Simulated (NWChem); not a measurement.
# C3H4F2Si; SMILES C([Si@@H](F)CF)#C

```xyz
10

C     -0.8670    -2.7866    -0.1956
C     -0.3731    -1.6999     0.0418
Si     0.3268    -0.0472     0.3923
F      1.8277     0.0220    -0.2236
C     -0.7547     1.2428    -0.4561
F     -0.3632     2.5124    -0.0898
H     -1.2989    -3.7503    -0.4041
H      0.4252     0.1957     1.8525
H     -0.6909     1.1384    -1.5545
H     -1.8135     1.0886    -0.1767
```
Atoms are numbered in this order, from 1.

Coordinates come from a PBE0/def2-SVP optimisation.

Problem. Give the principal values of the shielding tensors (ppm) of C1, C2, Si3, F4, C5 from PBE0/pcSseg-1, GIAO (NWChem), with their diamagnetic and paramagnetic parts as GIAO splits them.

Solution. 
| atom | σ11 | σ22 | σ33 | isotropic | diamagnetic | paramagnetic |
|---|---|---|---|---|---|---|
| C1 | -7.3 | -2.8 | 242.9 | 77.6 | 260.2 | -182.6 |
| C2 | 2.6 | 9.1 | 291.1 | 100.9 | 259.1 | -158.2 |
| Si3 | 302.8 | 376.3 | 428.0 | 369.0 | 880.0 | -511.0 |
| F4 | 354.7 | 378.8 | 387.7 | 373.7 | 472.6 | -98.9 |
| C5 | 66.9 | 81.3 | 168.5 | 105.6 | 250.2 | -144.6 |
